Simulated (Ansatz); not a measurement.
Ca₃⁺ (the lowest doublet isomer of a short search). Total charge 1; doublet. Geometry PBE0/def2-TZVP, basis def2-TZVP, Ansatz.

```csv
atom,x (Å),y (Å),z (Å)
Ca1,-2.2225,-0.3939,-0.7870
Ca2,1.4509,1.8647,-0.3630
Ca3,0.7717,-1.4708,1.1500
```

```json
{"run": "A", "HOMO (eV)": "-8.68", "LUMO (eV)": "-4.03"}
{"run": "B", "HOMO (eV)": "-7.01", "LUMO (eV)": "-5.64"}
{"run": "C", "HOMO (eV)": "-7.33", "LUMO (eV)": "-5.71"}
{"run": "D", "HOMO (eV)": "-6.94", "LUMO (eV)": "-6.52"}
{"run": "E", "HOMO (eV)": "-6.79", "LUMO (eV)": "-5.79"}
{"run": "F", "HOMO (eV)": "-6.82", "LUMO (eV)": "-6.27"}
```

LC-ωPBE has ω = 0.4 bohr⁻¹. The structure comes from a short search, and lower isomers may exist.

HOMO and LUMO are taken over both spins.

Question: The runs used LC-ωPBE, LDA (SPW92), PBE, PBE0, r2SCAN, r2SCANh. Estimate which is which.

Answer: A LC-ωPBE (range-separated); B r2SCANh (10 % exact exchange); C PBE0 (25 % exact exchange); D LDA (SPW92) (0 % exact exchange); E r2SCAN (0 % exact exchange); F PBE (0 % exact exchange). Exact exchange lowers occupied and raises empty levels; among semilocal functionals meta-GGAs tend to open the gap a little, and such runs are hard to tell apart. The gap grows from 0.41 eV (LDA (SPW92)) to 4.65 eV (LC-ωPBE). At LC-ωPBE/def2-TZVP, r2SCANh/def2-TZVP, r2SCAN/def2-TZVP the charge 1 doublet is spin-contaminated (final ⟨S²⟩ up to 1.04, 0.75 for a pure state).
